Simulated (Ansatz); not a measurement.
GaMe2(hfac) (C7H7F6GaO2). The state is a singlet with charge 0. Geometry PBE-D4/def2-SVP; atoms count from 1.

```xyz
23

Ga    0.6064    1.5587   -0.2396
C     1.8731    2.0296    1.1877
H     1.9648    1.1951    1.9104
H     1.5327    2.9310    1.7352
H     2.8769    2.2409    0.7680
C    -0.1245    2.4362   -1.8385
H    -0.6835    1.7054   -2.4567
H     0.6830    2.8762   -2.4579
H    -0.8185    3.2510   -1.5472
O    -0.9960    0.7783    0.7155
C    -1.2830   -0.4565    0.8042
C    -2.5557   -0.7283    1.6360
F    -3.6058   -0.0882    1.0882
F    -2.3857   -0.2698    2.8907
F    -2.8523   -2.0436    1.7046
C    -0.5912   -1.5459    0.2428
C     0.5668   -1.3787   -0.5393
C     1.2423   -2.6273   -1.1481
F     2.5391   -2.6696   -0.7908
F     1.1730   -2.5686   -2.4930
F     0.6550   -3.7750   -0.7461
O     1.1559   -0.2930   -0.8379
H    -0.9729   -2.5579    0.4117
```

Single mean-field runs in def2-TZVP are fitted with def2-universal-jkfit.

Estimate the Mulliken populations from the PBE0/def2-TZVP orbitals of Ansatz.


```tsv
atom	charge (e)
Ga1	0.52
C2	-0.54
H3	0.14
H4	0.15
H5	0.15
C6	-0.54
H7	0.14
H8	0.15
H9	0.15
O10	-0.31
C11	0.23
C12	0.45
F13	-0.14
F14	-0.14
F15	-0.15
C16	-0.33
C17	0.23
C18	0.45
F19	-0.14
F20	-0.14
F21	-0.15
O22	-0.31
H23	0.18
```
Mulliken values depend strongly on the basis.

And the Mayer bond orders between heavy atoms (over 0.3)?

Ga1–C2 1.01 (1.97 Å); Ga1–C6 1.01 (1.96 Å); Ga1–O10 0.51 (2.02 Å); Ga1–O22 0.51 (2.02 Å); O10–C11 1.60 (1.27 Å); C11–C12 1.01 (1.54 Å); C11–C16 1.33 (1.41 Å); C12–F13 1.16 (1.35 Å); C12–F14 1.16 (1.35 Å); C12–F15 1.14 (1.35 Å); C16–C17 1.33 (1.41 Å); C17–C18 1.01 (1.54 Å); C17–O22 1.60 (1.27 Å); C18–F19 1.16 (1.35 Å); C18–F20 1.16 (1.35 Å); C18–F21 1.14 (1.35 Å).
